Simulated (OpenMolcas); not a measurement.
## GaNH3 (SMILES [NH2][GaH]): methods side by side

GaNH3: 5 atoms, total charge 0, spin state doublet. As SMILES, `[NH2][GaH]`. Geometry: relaxed at PBE0-D4/def2-TZVP. This is one conformer, not always the lowest.

| atom | x (Å) | y (Å) | z (Å) |
| --- | --- | --- | --- |
| N | -0.2119 | -0.6840 | 0.0647 |
| Ga | 0.8155 | 0.7829 | 0.4170 |
| H | -0.9468 | -0.7013 | -0.6251 |
| H | -0.1152 | -1.5693 | 0.5320 |
| H | 0.5082 | 2.0979 | -0.4301 |

Quantity: the dipole moment, in D. The values are calculated.

| level | kind | program | value (D) | CPU time |
| --- | --- | --- | --- | --- |
| USVWN5/def2-TZVP | LDA | OpenMolcas | 1.15 | 30 s |
| U-revPBE/def2-TZVP | GGA | OpenMolcas | 1.13 | 49 s |
| UBLYP/def2-TZVP | GGA | OpenMolcas | 1.10 | 48 s |
| UPBE/def2-TZVP | GGA | OpenMolcas | 1.14 | 52 s |
| UM06-L/def2-TZVP | meta-GGA | OpenMolcas | 1.05 | 59 s |
| UBHLYP/def2-TZVP | global hybrid | OpenMolcas | 0.88 | 52 s |
| UM06-2X/def2-TZVP | hybrid meta-GGA | OpenMolcas | 0.89 | 65 s |
| UPBE0/def2-TZVP | global hybrid | OpenMolcas | 1.00 | 51 s |

All-electron rows without a relativistic Hamiltonian named are non-relativistic. The values span 0.88 to 1.15 D. Magnitudes only. Times are those of the runs behind each value, whatever else they computed, on shared processors of several kinds: orders of magnitude only.
